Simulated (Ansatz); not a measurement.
Consider the cleavage of the B–Si bond: `[SiH3]B[SiH2][SiH3]` + `OCS` → `[SiH3]BOCS` + disilane.

Program: Ansatz. Geometries: PBE0-D4/def2-TZVP. ΔE: electronic, gas phase. CCSD(T)/CBS adds triple-zeta CCSD(T) − MP2 to the extrapolated MP2 energy (def2 sets, frozen cores). DFT in def2-TZVPP. B3LYP here is the variant with VWN-RPA as its local correlation; programs differ in this. Each species was taken in one conformer, which may not be the lowest.

`[SiH3]B[SiH2][SiH3]`:

Z-matrix (Å, degrees):
```
Si
B 1 2.005
H 1 1.490 2 113.3
H 1 1.495 2 105.6 3 -117.8
H 1 1.489 2 113.5 3 124.3
Si 2 1.975 1 121.6 3 -136.1
H 2 1.197 1 118.9 3 38.5
Si 6 2.361 2 98.5 1 86.1
H 6 1.489 2 117.7 1 -158.4
H 6 1.489 2 115.0 1 -26.8
H 8 1.487 6 110.2 2 -56.9
H 8 1.487 6 110.5 2 63.2
H 8 1.488 6 109.8 2 -176.7
```

`OCS`:

```xyz
7

O     0.291   -0.989   -0.695
C    -0.364    0.006    0.050
S     0.444    1.592   -0.168
H    -0.145   -1.829   -0.522
H    -1.392    0.173   -0.296
H    -0.394   -0.240    1.117
H     1.560    1.286    0.514
```

`[SiH3]BOCS`:

Cartesian coordinates in Å:
```
Si -0.456 2.348 -0.399
B 0.277 0.467 -0.525
O 0.164 -0.356 0.536
C 0.630 -1.689 0.493
S -0.668 -2.882 0.135
H -1.479 2.559 -1.463
H -1.077 2.652 0.919
H 0.637 3.333 -0.643
H 0.826 0.054 -1.518
H 1.370 -1.815 -0.302
H 1.085 -1.910 1.457
H -1.309 -2.763 1.309
```

`[SiH3][SiH3]`:

Z-matrix (Å, degrees):
```
Si
Si 1 2.338
H 1 1.488 2 110.3
H 1 1.488 2 110.3 3 120.0
H 1 1.488 2 110.3 3 -120.0
H 2 1.488 1 110.3 3 59.9
H 2 1.488 1 110.3 3 179.9
H 2 1.488 1 110.3 3 -60.1
```

```
             level  ΔE (kJ/mol)  difference from CCSD(T)/CBS
            PBE-D4       -143.2                         10.4
         r2SCAN-D4       -150.2                          3.4
           PBE0-D4       -144.8                          8.8
          B3LYP-D4       -158.6                         -5.0
           ωB97X-V       -157.3                         -3.7
           ωB97M-V       -158.8                         -5.2
            B2PLYP       -164.5                        -10.9
               PBE       -146.1                          7.5
            r2SCAN       -150.9                          2.7
              PBE0       -147.6                          6.0
             B3LYP       -163.6                        -10.0
     HF/def2-TZVPP       -171.3                        -17.7
    MP2/def2-TZVPP       -161.9                         -8.3
SCS-MP2/def2-TZVPP       -165.4                        -11.8
   CCSD/def2-TZVPP       -158.8                         -5.2
CCSD(T)/def2-TZVPP       -158.3                         -4.7
     HF/def2-QZVPP       -171.7                        -18.1
    MP2/def2-QZVPP       -159.3                         -5.7
SCS-MP2/def2-QZVPP       -162.9                         -9.3
      HF/CBS(def2)       -171.7                        -18.1
     MP2/CBS(def2)       -157.2                         -3.6
    CCSD/CBS(def2)       -154.1                         -0.5
       CCSD(T)/CBS       -153.6                            0
```

Largest T1 diagnostic among the species: 0.015.

In def2-TZVPP, CCSD(T) changes the Hartree–Fock value by +13.0 kJ/mol (the triples alone add +0.5 kJ/mol) and MP2 by +9.4 kJ/mol. The D4 term adds +5.0 kJ/mol with B3LYP and +2.8 kJ/mol with PBE0; it sums over pairs of atoms, weighted by their polarisabilities, and B3LYP, whose exchange is more repulsive, gets the larger term.
